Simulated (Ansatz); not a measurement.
Geometry optimisation, RHF/def2-SVP (Ansatz).

Input:

```yaml
crystal:
  periodic: [false, false, false]
  atoms:
    - { symbol: Ge, position_ang: [0.0, 0.0, 0.0] }
    - { symbol: H, position_ang: [0.0, 0.0, 1.55] }
    - { symbol: O, position_ang: [1.6691, 0.0, -0.5894] }
    - { symbol: H, position_ang: [1.9855, -0.9521, -0.7061] }
    - { symbol: Cl, position_ang: [-1.0456, 1.8115, -0.7393] }
    - { symbol: Cl, position_ang: [-1.0456, -1.8115, -0.7393] }
basis:
  gaussian: { orbitals: def2-SVP }
hamiltonian:
  xc: hf
relax:
  f_tol: 0.02
  max_steps: 40
```

Run as:

```bash
$ ansatz run input.yaml --threads 1 --pin off --max-ram 2048MiB --backend cpu --events-out ev --progress --plain --runs-dir out
```

Where does it end, and by what steps?

It converged. After 8 steps the energy has fallen by 0.344 eV; H4 moved furthest, 0.70 Å.

| step | energy less start (eV) | largest force component (eV/Å) | accepted |
| --- | --- | --- | --- |
| 0 | 0.0000 | 3.070 | yes |
| 1 | -0.2437 | 0.802 | yes |
| 2 | -0.2701 | 0.512 | yes |
| 3 | -0.2869 | 0.391 | yes |
| 4 | -0.2908 | 0.474 | yes |
| 5 | -0.3174 | 0.202 | yes |
| 6 | -0.3409 | 0.129 | yes |
| 7 | -0.3411 | 0.472 | yes |
| 8 | -0.3435 | 0.009 | yes |

```xyz
6
Properties=species:S:1:pos:R:3
Ge -0.006 -0.100 0.116
H -0.154 0.052 1.610
O 1.674 -0.311 -0.265
H 1.923 -0.426 -1.171
Cl -0.759 1.626 -0.913
Cl -1.114 -1.793 -0.600
```

Time of the run: 20 s on 1 thread of Intel(R) Xeon(R) CPU @ 2.60GHz (Ice Lake) (shared host), peak memory 0.21 GiB.
